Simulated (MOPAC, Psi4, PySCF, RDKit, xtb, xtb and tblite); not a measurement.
Two geometries of SMILES CCCCBr (C4H9Br), relaxed at GFN2-xTB with one dihedral held; other torsions can differ between them too.

Structure A

```
14

C     -1.9163     0.1483     0.4738
C     -0.5802    -0.5027     0.1351
C      0.4989     0.5354    -0.2190
C      1.7015     0.4836     0.7046
Br     1.2099     0.9368     2.5437
H     -1.8099     0.8119     1.3290
H     -2.6547    -0.6106     0.7213
H     -2.2873     0.7251    -0.3710
H     -0.7184    -1.1924    -0.6996
H     -0.2541    -1.0952     0.9925
H      0.8664     0.3715    -1.2355
H      0.0680     1.5385    -0.1861
H      2.4641     1.2055     0.4140
H      2.1366    -0.5144     0.7470
```

Structure B

```
14

C      1.9069     0.1605     0.4917
C      0.5750    -0.4834     0.1238
C     -0.5116     0.5295    -0.2389
C     -0.1695     1.4133    -1.4239
Br     0.0959     0.3703    -3.0585
H      1.7705     0.9129     1.2665
H      2.5929    -0.5952     0.8663
H      2.3727     0.6293    -0.3717
H      0.7249    -1.1671    -0.7148
H      0.2162    -1.0744     0.9691
H     -0.6911     1.1902     0.6151
H     -1.4409    -0.0066    -0.4472
H     -0.9801     2.1069    -1.6446
H      0.7527     1.9692    -1.2679
```

Task: Which is lower in energy at the level wB97X-D/def2-TZVP // GFN2-xTB (Psi4), and by how much?

Result: B is lower, by 10.94 kJ/mol (dihedral C1–C2–C3–C4: 120° in A, 60° in B).

E(B) − E(A) in kJ/mol at the other levels, on the same two geometries: GFN2-xTB (xtb and tblite) -7.52; MMFF94 // GFN2-xTB (RDKit) -12.55; B3LYP/def2-TZVP // GFN2-xTB (Psi4) -9.72; B3LYP-D3(BJ)/def2-TZVP // GFN2-xTB (Psi4) -10.39; PBE/def2-TZVP // GFN2-xTB (Psi4) -9.63; PBE-D3(BJ)/def2-TZVP // GFN2-xTB (Psi4) -10.07; UFF // GFN2-xTB (RDKit) -10.16; AM1, restricted, heats of formation // GFN2-xTB (MOPAC) -3.33; PM6, restricted, heats of formation // GFN2-xTB (MOPAC) -3.36; GFN1-xTB // GFN2-xTB (xtb) -6.20; restricted B3LYP/6-31G*, spherical d, density fitting // GFN2-xTB (PySCF) -10.41; restricted MP2 (frozen core)/6-31G*, spherical d // GFN2-xTB (PySCF) -11.35; restricted BP86/6-31G*, spherical d, density fitting // GFN2-xTB (PySCF) -10.33; restricted MP2 (frozen core)/3-21G // GFN2-xTB (PySCF) -12.84.
